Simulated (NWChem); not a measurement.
System: CH5ClFNSi; SMILES C[Si@@](N)(F)Cl

```xyz
10

C      1.6225     1.0862     0.4583
Si     0.0007     0.2977     0.0503
N     -1.2339     0.7571     1.1292
F     -0.3390     0.6615    -1.4996
Cl     0.1053    -1.7616     0.0951
H      1.9614     0.7894     1.4614
H      1.5380     2.1843     0.4293
H      2.3876     0.7887    -0.2739
H     -2.0992     0.2330     1.1866
H     -1.3583     1.7256     1.4001
```
Atoms are numbered in this order, from 1.

Computed with NWChem. Pople sets run with spherical d functions. STO-3G and 3-21G are far too small for this property and stand as cheap habits. Structure relaxed at the PBE0/def2-SVP level. B3LYP is NWChem's, with the RPA form of VWN correlation. Field at 589 nm.

Task: Order these by “anisotropy (bohr³)”, lowest first: B3LYP/def2-SVP; B3LYP/def2-SVPD; B3LYP/6-31G*.

Result: B3LYP/def2-SVPD (11.5), B3LYP/def2-SVP (12.9), B3LYP/6-31G* (13.6)
